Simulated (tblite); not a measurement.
Compound: C5H2ClNO2S2.
Structure used (GFN2-xTB), in Å, numbered top down from 1:
```xyz
13
C5H2ClNO2S2 angstrom
N      3.7771    1.0577    1.4797
C      2.7889    0.7285    1.0009
C      1.5917    0.3161    0.4015
C      1.4711   -0.4841   -0.7128
C      0.1315   -0.7138   -1.0601
C     -0.7228   -0.0914   -0.1982
S     -2.4752   -0.0573   -0.2418
O     -2.9744   -1.1896   -0.9442
O     -2.9669    0.2647    1.0546
Cl    -2.7869    1.5685   -1.4240
S      0.0468    0.7928    1.0404
H      2.3153   -0.8813   -1.2471
H     -0.2007   -1.3103   -1.8891
```

Computed values, GFN2-xTB/tblite, gas phase, harmonic and unscaled. This tight-binding method is rough: wavenumbers can miss measured ones by several per cent, in bad cases by 10 to 20. One conformer, not necessarily the lowest.

Harmonic wavenumbers (cm⁻¹): 27.5, 52.6, 73.8, 117.5, 149.3, 234.8, 257.1, 279.0, 330.3, 344.9, 403.1, 472.1, 496.1, 502.7, 525.7, 566.2, 576.2, 696.0, 737.9, 811.0, 851.4, 981.6, 1064.5, 1133.7, 1148.5, 1162.5, 1303.6, 1333.0, 1427.4, 1522.9, 2363.7, 3139.6, 3152.8.

A = 1845, B = 423.3, C = 412.1 MHz; mass 206.922 u (most abundant isotopes); point group C1, symmetry number 1.

**Question.** Zero-point energy?

**Answer.** Half the sum of the wavenumbers: 14120 cm⁻¹ = 40.37 kcal/mol.

**Question.** What is S at 500 K and 1 bar for an ideal gas of classical rigid rotors and harmonic oscillators?

**Answer.** Translation 44.48, rotation 32.82, vibration 53.46: S = 130.8 cal/(mol K).

**Question.** And Cp and H(500 K) − H(0)?

**Answer.** Cp = 51.36 cal/(mol K), of which vibrations give 43.41 (their classical limit is 33 R = 65.6); H(500 K) − H(0) = 16.74 kcal/mol without the zero-point energy, 12.76 from vibrations.

**Question.** Which modes carry the vibrational entropy at 500 K?

**Answer.** 27.5 cm⁻¹: 7.03; 52.6 cm⁻¹: 5.74; 73.8 cm⁻¹: 5.07; 117.5 cm⁻¹: 4.15; 149.3 cm⁻¹: 3.68; 234.8 cm⁻¹: 2.80 cal/(mol K); the other 27 give 24.98 together.

**Question.** What must be added to the electronic energy to get the Gibbs energy at 500 K and 1 bar?

**Answer.** ZPE + [H(500 K) − H(0)] − T·S = 40.37 + 16.74 − 65.38 = -8.27 kcal/mol.

**Question.** How do the functions run with temperature in this model?

**Answer.** 
```tsv
T (K)	S (cal/(mol K))	Cp (cal/(mol K))	H − H(0) (kcal/mol)	G − H(0) (kcal/mol)	ln q(vib)
150	85.1	25.7	2.56	-10.20	4.15
250	100.6	35.6	5.64	-19.51	7.15
298.15	107.2	39.5	7.45	-24.52	8.56
400	119.9	46.3	11.84	-36.10	11.41
600	140.5	55.2	22.07	-62.21	16.55
900	164.3	62.2	39.80	-108.10	23.19
```

q(vib) and H(0) count from the zero-point level.

**Question.** Blend soft modes into free rotors: weight 1/[1 + (100 cm⁻¹/ν̃)⁴] for the oscillator and the rest for a rotor with moment μB/(μ + B), μ = h/(8π²ν), B = 10⁻⁴⁴ kg m². What vibrational entropy results?

**Answer.** 47.95 cal/(mol K) in place of 53.46, which changes −T·S at 500 K by +2.75 kcal/mol.

Hindered rotation and anharmonicity are outside this model. Other conformers, if any are populated, would add a mixing term that is left out. The structure is chiral; the term R ln 2 for an equal mix with its mirror image is left out.
